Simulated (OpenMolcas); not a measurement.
d1 ions of charge +4 down a group with 6 water ligands in octahedral coordination

```yaml
Program: OpenMolcas
Method: CASSCF
Spin-orbit_coupling: RASSI with atomic mean-field integrals over the reference wave functions
```

The d shell is active. Anionic complexes are neutralised by point charges behind the ligands. Distances were set from a Shannon-type radius of the metal (high-spin where two are listed) plus a fixed donor radius (H2O 1.36 Å). Ligand basis ANO-RCC-VDZP, DKH2 Hamiltonian. States (labels of O, taken over from Oh, the nearest higher group). Energies in cm-1 above the lowest state or level, χT in cm3 K/mol; under a threefold ground state the first gap can be a small split of the lowest multiplet, not the spin-orbit step; 10Dq is the gap between the two states. Spin-only χT is S(S+1) / 2 for the spin of the ground state.

| Ion | Shell | R (Å) | Metal basis | Ground state | First state of that spin | 10Dq | First gap with spin-orbit (degeneracies) | χT at 300 K | Spin-only χT |
| --- | --- | --- | --- | --- | --- | --- | --- | --- | --- |
| V4+ | 3d1 | 1.94 | ANO-RCC-VDZP | 2T2 | 2E 20317 | 20317 | 321.0 (4, 2) | 0.369 | 0.375 |
| Nb4+ | 4d1 | 2.04 | ANO-RCC-VTZP | 2T2 | 2E 33892 | 33892 | 927.9 (4, 2) | 0.159 | 0.375 |

The rows also differ in their metal basis, so part of each step comes from that.

|10Dq| changes by a factor of 33892 / 20317 = 1.67 from V4+ to Nb4+.

χT departs most from the spin-only value for Nb4+, by -0.216 cm3 K/mol.

An orbital triplet at a regular site is open to Jahn-Teller coupling, which can distort the site and quench the lowest spin-orbit gaps and is left out. Ligand-to-metal charge-transfer states are missing. With metal d orbitals alone the field can be off either way by tens of per cent. The least metal-like active orbital is 82 % on the metal (Löwdin) and no ligand orbital is active, so the numbers are rough (holds for V4+). The least metal-like active orbital is 77 % on the metal (Löwdin) and no ligand orbital is active, so the numbers are rough (holds for Nb4+). No measured value stands beside these numbers; the geometry was imposed, not optimised, and the real ion may take another.
